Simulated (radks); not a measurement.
Values are calculated unless marked as measured or tabulated.
Ionisation of the chromium ion Cr21+, [He] 2s1, to [He] as the strength of local exchange is varied. Code: a radial shooting solver on a logarithmic mesh with Libxc functionals. Model: non-relativistic Kohn-Sham, Slater X-alpha exchange (alpha = 2/3 is LDA exchange), no correlation, spin-polarised, spherical densities, point nucleus; open shells are filled with parallel spins first.

| alpha | E(Cr21+) (hartree) | exchange (hartree) | IE (eV) | -e of the level emptied (eV) | <r> of it (bohr) |
|---|---|---|---|---|---|
| 0.633 | -620.83368 | -13.93484 | 1699.6 | 1664.0 (2s) | 0.2641 |
| 0.667 | -621.58240 | -14.69317 | 1702.4 | 1667.4 (2s) | 0.2638 |
| 0.742 | -623.23578 | -16.36951 | 1708.6 | 1674.9 (2s) | 0.2633 |
| 0.849 | -625.59883 | -18.76955 | 1717.5 | 1685.6 (2s) | 0.2625 |
| 0.85 | -625.62094 | -18.79203 | 1717.6 | 1685.7 (2s) | 0.2625 |
| 0.866 | -625.97473 | -19.15179 | 1719.0 | 1687.3 (2s) | 0.2624 |
| 0.869 | -626.04108 | -19.21927 | 1719.2 | 1687.6 (2s) | 0.2624 |
| 1.016 | -629.29690 | -22.53531 | 1731.5 | 1702.3 (2s) | 0.2613 |

NIST Atomic Spectra Database: 1721.2 eV (theoretical). The Delta-SCF value meets it near alpha = 0.89.
